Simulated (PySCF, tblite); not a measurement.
Compound: C₇H₁₁ClO.
Geometry (GFN2-xTB, Å), atoms numbered from 1 in this order:
```
atom  x, y, z in Å
C1    -1.5077   -0.5077   -1.1375
C2    -0.6978    0.0765    0.0297
C3    -1.2282    1.4780    0.3672
C4    -0.8269   -0.8314    1.2518
C5     0.7162    0.2289   -0.4348
C6     1.8117   -0.3257    0.0921
C7     3.1086   -0.0577   -0.5016
O8     3.3772    0.6202   -1.4415
Cl9    4.4136   -0.9034    0.3662
H10   -2.5541   -0.5965   -0.8562
H11   -1.4392    0.1304   -2.0150
H12   -1.1355   -1.4950   -1.4004
H13   -1.1570    2.1374   -0.4944
H14   -2.2704    1.4175    0.6709
H15   -0.6551    1.9136    1.1823
H16   -0.2652   -0.4297    2.0914
H17   -1.8710   -0.9073    1.5463
H18   -0.4631   -1.8314    1.0292
H19    0.8466    0.8683   -1.3003
H20    1.7923   -0.9744    0.9516
```

Method used: PBE0/pcSseg-1 in PySCF (dipole) on a GFN2-xTB geometry, gas phase.

Take the most abundant isotopes and a rigid rotor. The values belong to one conformer with, in the numbering `[CH3:1][C:2]([CH3:3])([CH3:4])/[CH:5]=[CH:6]/[C:7](=[O:8])[Cl:9]`, C5–C6–C7–O8 0°.

(1) Give the principal moments of inertia and the rotational constants in MHz.

(2) What kind of rotor is it?

(3) What does the inertial defect say?

(4) Where do the levels up to J = 4 lie, in MHz?

(5) Which types of transition are allowed, and where do some lines up to J = 2 fall?

Answers

(1) Ia = 176.33, Ib = 857.71, Ic = 923.81 u·Å²; 505379 MHz·u·Å²/I gives A = 2866, B = 589.2, C = 547.1 MHz.

(2) A near-prolate asymmetric top. Ray's parameter κ = (2B − A − C)/(A − C) = -0.964; −1 is the prolate and +1 the oblate limit.

(3) Not planar: Δ = Ic − Ia − Ib = -110.23 u·Å². For a rigid frame Δ = −2 Σ m c², so Σ m c² = 55.11 u·Å² lies off the ab plane: 17.41 from hydrogen and 37.71 from heavier atoms. The atom farthest from that plane is 2.15 Å away.

(4) Above 0(0,0):
J = 1: 1(0,1) 1136, 1(1,1) 3413, 1(1,0) 3455
J = 2: 2(0,2) 3408, 2(1,2) 5644, 2(1,1) 5770, 2(2,1) 12601, 2(2,0) 12601
J = 3: 3(0,3) 6815, 3(1,3) 8989, 3(1,2) 9242, 3(2,2) 16009, 3(2,1) 16012, 3(3,1) 27500, 3(3,0) 27500
J = 4: 4(0,4) 11354, 4(1,4) 13448, 4(1,3) 13870, 4(2,3) 20554, 4(2,2) 20563, 4(3,2) 32046, 4(3,1) 32046, 4(4,1) 48130, 4(4,0) 48130
The levels of one J sum to (2J + 1)J(J + 1)(A + B + C)/3.

(5) The dipole components are |μa| = 4.30 D, |μb| = 1.33 D, |μc| = 0.00 D; the mirror of this Cs structure is the ab plane, so μc vanishes by symmetry and there are no c-type lines. The squared components, which scale the intensities, stand as 1.00 : 0.10 (a : b). Some lines, for components of 0.1 D or more:

```tsv
type	branch	J(Ka,Kc)	MHz	lower level (cm⁻¹)
a	R	1(0,1) ← 0(0,0)	1136	0.000
a	R	2(1,2) ← 1(1,1)	2230	0.114
a	R	2(0,2) ← 1(0,1)	2272	0.038
a	R	2(1,1) ← 1(1,0)	2315	0.115
b	Q	1(1,0) ← 1(0,1)	2319	0.038
b	Q	2(1,1) ← 2(0,2)	2362	0.114
b	R	1(1,1) ← 0(0,0)	3413	0.000
b	R	2(1,2) ← 1(0,1)	4507	0.038
b	Q	2(2,0) ← 2(1,1)	6831	0.192
b	Q	2(2,1) ← 2(1,2)	6957	0.188
b	R	2(2,1) ← 1(1,0)	9145	0.115
b	R	2(2,0) ← 1(1,1)	9188	0.114
```

Its GFN2-xTB frequencies are all real (lowest 27 cm⁻¹). Zero-point vibration and centrifugal distortion are left out. A rigid rotor knows nothing of internal rotation, which can split or shift real lines. Quadrupole hyperfine structure (35Cl) is left out.
